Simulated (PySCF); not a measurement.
MZn for M along the halogens

PBE0 with triple-zeta basis sets in PySCF, for the lowest determinant that a PBE0 search found; no spin–orbit coupling. De refers to high-spin ground-configuration atoms. A positive dipole means M(−)Zn(+).

```
 M       basis  state (unpaired electrons)  Re (Å)  ωe (cm⁻¹)  De (eV)  μ (D)
 F  def2-TZVPP               doublet (σ ↑)   1.786        601     3.01   3.05
Cl  def2-TZVPP               doublet (σ ↑)   2.158        375     2.34   2.72
Br  def2-TZVPP               doublet (σ ↑)   2.307        273     1.99   2.61
 I  def2-TZVPP               doublet (σ ↑)   2.509        220     1.53   2.32
```

Problem. By what factor does the bond length vary along the series?

Solution. At PBE0 it runs from 1.786 Å (ZnF) to 2.509 Å (ZnI), a factor of 1.40.

Down a group the atoms grow and get heavier, so bonds lengthen and wavenumbers fall; this series shows no clear exception.

Spin–orbit coupling is left out, which matters for elements this heavy, above all for dissociation energies. States were picked by a PBE0 search and need not be the measured ground states.
